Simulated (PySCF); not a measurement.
# What a mistake does to a calculation on BCH6OSi

All numbers below are calculated, not measured. They come from PySCF 2.14.0, an open-source quantum chemistry program, on an isolated molecule that a program drew, which may never have been made. The molecule is BCH6OSi (charge 0, doublet), drawn as the SMILES string `[CH2]B(O)[SiH3]`.

Each row is a Hartree-Fock (HF) and frozen-core CCSD(T) single point in the cc-pV(D+d)Z basis, meant for a local HF minimum. Run 1 is clean. Each other run has one planted mistake out of seven kinds, and not every kind appears here: one electron removed, one electron added, multiplicity raised by two, geometry at a saddle point, minimal basis STO-3G, one bond length entered in bohr, all coordinates scaled. The reference is restricted for singlets and unrestricted otherwise, and also for a bond in bohr. Adding or removing an electron swaps singlet and doublet. Electrons count all cores. HOMO and LUMO are orbital energies over both spins, the gradient is its largest component, and the lowest frequency (negative if imaginary) is given only where the gradient is small. Bond lengths are over the 9 bonds as drawn. T1 is the CCSD diagnostic: over 0.02 (restricted) or 0.045 (unrestricted) a single reference is doubtful.

Geometry of the clean run:
```xyz
10
BCH6OSi, angstrom
C    -0.7471   -0.6083   -0.1363
B     0.7368   -0.9313   -0.4386
O     1.6205   -0.7431    0.5781
Si    1.3388   -1.6107   -2.2897
H    -1.5436   -0.7181   -0.8654
H    -1.0628   -0.2496    0.8402
H     2.5177   -0.9479    0.3661
H     1.0120   -0.6263   -3.3544
H     0.6631   -2.8876   -2.6396
H     2.8092   -1.8489   -2.3258
```

```
run,electrons,basis functions,<S^2>,HOMO (eV),LUMO (eV),gradient (hartree/bohr),lowest frequency (cm^-1),mean bond (Å),longest bond (Å),T1,HF (hartree),CCSD(T) (hartree),mistake
1,39,95,0.759,-10.58,1.63,2.1e-05,54,1.3945,2.062,0.0156,-429.85993,-430.41485,no fault
2,40,95,0.000,-1.07,8.65,9.6e-02,-,1.3945,2.062,0.0157,-429.83818,-430.43942,one electron added
3,39,30,0.763,-8.30,5.83,6.5e-02,-,1.3945,2.062,0.0184,-424.71252,-424.92571,?
4,39,95,0.758,-10.59,1.77,9.2e-02,-,1.3052,1.930,0.0143,-429.81571,-430.36277,?
```

**Which mistake was planted in run 3, and what did it cost?**

It has 30 basis functions where the clean run has 95, with the same electrons and geometry. So the mistake is: minimal basis STO-3G. Subtracting run 1 and multiplying by 627.51 kcal/mol a hartree, the energy moved by 3230.0 kcal/mol in HF and 3444.5 kcal/mol in CCSD(T).

**Which mistake was planted in run 4, and what did it cost?**

The mean and the longest bond both change by the same factor, 0.936, and the gradient is no longer small. So the mistake is: all coordinates scaled. Subtracting run 1 and multiplying by 627.51 kcal/mol a hartree, the energy moved by 27.7 kcal/mol in HF and 32.7 kcal/mol in CCSD(T).

